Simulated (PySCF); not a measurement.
# C6H8FO: g tensor and hyperfine couplings

Species: C6H8FO (doublet state).
Structure used (GFN2-xTB), in Å, numbered top down from 1:
```
atom  x, y, z in Å
F1    -0.626    2.925   -0.260
C2    -1.175    1.697   -0.373
C3    -0.580    0.614    0.099
C4    -1.185   -0.751   -0.027
C5    -0.172   -1.764   -0.459
O6     1.154   -1.639   -0.151
C7     1.664   -0.327   -0.104
C8     0.780    0.612    0.727
H9    -2.135    1.728   -0.865
H10   -2.024   -0.749   -0.727
H11   -1.594   -1.036    0.958
H12   -0.462   -2.799   -0.527
H13    1.753    0.072   -1.126
H14    2.663   -0.415    0.329
H15    0.720    0.229    1.749
H16    1.211    1.612    0.745
```

The hyperfine couplings belong to this conformer and change with its torsions.

The species is `F/C=C1/C[CH]OCC1` [radical].

The calculation used UKS B3LYP, pcH-1 on C F H O, non-relativistic, mean-field spin-orbit, GIAO in PySCF. Isolated species at its GFN2-xTB geometry (one conformer only). A GFN2-xTB geometry isn't a minimum of the functional, and hyperfine couplings can be far from their values at a DFT geometry. No stability test was run, so a lower SCF solution isn't excluded.

* g1, g2, g3: 2.00208, 2.00321, 2.00415
* g_iso: 2.00315
* Form of g: rhombic: the two nearest values differ by 45 % of g3 − g1
* ⟨S²⟩: 0.7534 (exact 0.7500)
* HOMO–LUMO gap, α and β orbitals: 4.79, 5.91 eV
* Total energy: -408.45475 Eh

Hyperfine couplings atom by atom, in 10⁻⁴ cm⁻¹; T1 to T3 are the principal values of the dipolar part; ρ(0) is the spin density at the nucleus (1 × 10⁻⁴ cm⁻¹ = 2.998 MHz):

```tsv
atom	isotope	a_iso	T1	T2	T3	Mulliken spin population	ρ(0) (bohr⁻³)
F1	19F	1.4	-1.3	-0.1	1.4	0.00	0.0010
C2	13C	-0.6	-0.3	0.0	0.3	0.00	-0.0015
C3	13C	1.6	-0.4	-0.3	0.7	0.00	0.0044
C4	13C	-4.1	-0.9	-0.6	1.5	-0.06	-0.0110
C5	13C	51.9	-25.3	-24.7	49.9	0.89	0.1383
O6	17O	-6.5	-21.3	10.2	11.1	0.11	0.0324
C7	13C	0.8	-0.7	-0.3	1.0	-0.01	0.0021
C8	13C	2.4	-0.3	-0.2	0.5	0.00	0.0065
H9	1H	0.2	-0.4	-0.3	0.8	0.00	0.0001
H10	1H	14.9	-1.9	-1.6	3.5	0.01	0.0100
H11	1H	40.5	-1.7	-0.8	2.5	0.06	0.0272
H12	1H	-14.2	-11.3	-0.9	12.2	-0.03	-0.0095
H13	1H	4.7	-1.5	-1.0	2.5	0.02	0.0032
H14	1H	-0.6	-1.1	-0.9	2.0	0.00	-0.0004
H15	1H	0.0	-0.8	-0.6	1.4	0.00	0.0000
H16	1H	-0.3	-0.4	-0.4	0.9	0.00	-0.0002
```

The largest Mulliken spin populations are on C5 (+0.89), O6 (+0.11), H11 (+0.06) and C4 (-0.06). No atom but C5 exceeds +0.15. The angles at C5 add up to 352.4°, so it is slightly pyramidal.

Axes: g3 points within 8° of the C5–H12 bond.

Under fast tumbling the dipolar parts average out, and these isotropic splittings remain: 2 × 1H (H10/H11, I = 1/2, 3 lines) with 2.96 mT, 1 × 1H (H12, I = 1/2, 2 lines) with 1.52 mT, 2 × 1H (H13/H14, I = 1/2, 3 lines) with 0.22 mT and 1 × 19F (F1, I = 1/2, 2 lines) with 0.15 mT.

Nuclei that the bonding pattern makes equivalent are averaged, as if the motion that swaps them (rotation, inversion, ring flip) were fast. The 1H value of +83.1 MHz is a mean of couplings from 44.8 to 121.4 MHz in this one geometry, not an average over conformers. The 1H value of +6.2 MHz is a mean of couplings from -1.8 to 14.1 MHz in this one geometry, not an average over conformers.

The 13C coupling of C5 (155.5 MHz) shows only in satellite lines or after enrichment, since that isotope makes up about 1.07 % of natural carbon.

The 17O coupling of O6 (-19.6 MHz) shows only in satellite lines or after enrichment, since that isotope makes up about 0.038 % of natural oxygen.
